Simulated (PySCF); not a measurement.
# Vibration and rotation of PtO

B97-3 constants of PtO, triplet, unpaired electrons π ↑↑ (basis Pt x2c-TZVPPall, O x2c-TZVPPall; spin-free X2C with a Gaussian nucleus; PySCF 2.14; masses 194.9648 and 15.9949 u):

```
ωe                     : 870.0 cm⁻¹
ωexe                   : 4.93 cm⁻¹
Be                     : 0.38705 cm⁻¹
αe                     : 0.00269 cm⁻¹
D (centrifugal)        : 3.06e-07 cm⁻¹
De to Pt (5d9 6s1) + O : 3.96 eV
```

Q: Give the vibrational terms G(v) and spacings up to v = 6.

A: G(v) = ωe(v+½) − ωexe(v+½)².

```tsv
v	G(v) (cm⁻¹)	G(v) − G(v−1)	Bv (cm⁻¹)
0	434		0.3857
1	1294	860	0.3830
2	2144	850	0.3803
3	2985	840	0.3776
4	3815	831	0.3749
5	4636	821	0.3723
6	5447	811	0.3696
```

Q: How well does the Morse estimate ωe²/(4ωexe) reproduce De, and what is D0?

A: It gives 4.76 eV, 120 % of the computed De. D0 = De − G(0) = 3.96 − 0.05 = 3.91 eV.

The metal atom is held in its measured ground configuration; semilocal functionals can put another filling of s and d lower by some tenths of an eV, and De to that atom would be smaller. These are scalar-relativistic numbers at best; spin–orbit coupling would shift them, the dissociation energy most. The state is the lowest single determinant that the PBE0 search found; with open d or f shells the true ground state can be another one.
